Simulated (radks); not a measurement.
Problem. Species: O2+. Configuration: [He] 2p2 3s2 (not the ground configuration). Method: scalar-relativistic Kohn-Sham, LDA (Slater exchange, Perdew-Wang correlation), spin-polarised, spherical densities, point nucleus; open shells are filled with parallel spins first; computed with a radial shooting solver on a logarithmic mesh with Libxc functionals. Some entries of the table are withheld. Estimate them.

| orbital | occ. | eigenvalue (hartree) | r(max) (bohr) |
|---|---|---|---|
| 1s up | 1 | -21.56418 | (1) |
| 1s down | 1 | -21.47053 | (2) |
| 2p up | 2 | -2.44813 | 0.6769 |
| 2p down | 0 | -2.14644 | 0.6874 |
| 3s up | 1 | (3) | 2.404 |
| 3s down | 1 | (4) | 2.501 |

Solution. 
(1) 1s up r(max) (bohr): 0.1297
(2) 1s down r(max) (bohr): 0.1294
(3) 3s up eigenvalue (hartree): -0.78020
(4) 3s down eigenvalue (hartree): -0.74589
